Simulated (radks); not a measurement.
The rhodium ion Rh+ inside a hard spherical wall (all orbitals vanish at R), configuration held at [Kr] 4d8 and not refilled when levels cross. Method: scalar-relativistic Kohn-Sham, PBE, spin-polarised, spherical densities, finite nucleus; open shells are filled with parallel spins first (spin-orbit coupling, left out, can overturn this in heavy ions); Fermi nuclear charge, rms radius 4.4945 fm; computed with a radial shooting solver on a logarithmic mesh with Libxc functionals. Eigenvalues in eV for spin up, with the zero of energy where the potential of the charges vanishes at infinity; a dash marks a level that is unbound or too diffuse for the functional's potential to be trusted. A positive occupied level is held by the wall or, in an anion where self-interaction has pushed it up, behind a barrier. The pressure on the wall is -dE/dV.

R (bohr),E (hartree),kinetic (hartree),e(3d),e(4s),e(4p),e(4d),"e(5s, empty)","e(5p, empty)",pressure (GPa)
free,-4783.78095,4954.170,-308.25,-90.750,-58.748,-14.174,-11.058,-6.360,0
8,-4783.78086,4954.171,-308.24,-90.741,-58.740,-14.166,-11.036,-6.206,0.00612
6,-4783.77768,4954.200,-308.06,-90.572,-58.575,-14.018,-10.678,-5.219,0.374
5,-4783.76209,4954.312,-307.47,-90.039,-58.062,-13.544,-9.623,-3.241,3.09
3.5,-4783.50447,4955.672,-302.50,-85.829,-54.054,-9.508,-0.484,9.836,98.9
3,-4783.05321,4957.778,-296.98,-81.521,-49.932,-4.898,10.715,24.127,381
2.5,-4781.66804,4963.946,-285.12,-72.925,-41.414,5.326,36.935,55.357,1800
2,-4776.58299,4984.981,-256.69,-52.877,-20.197,31.398,106.13,132.14,11200
1.5,-4753.45728,5066.081,-183.71,9.409,48.328,111.87,319.26,354.51,98500
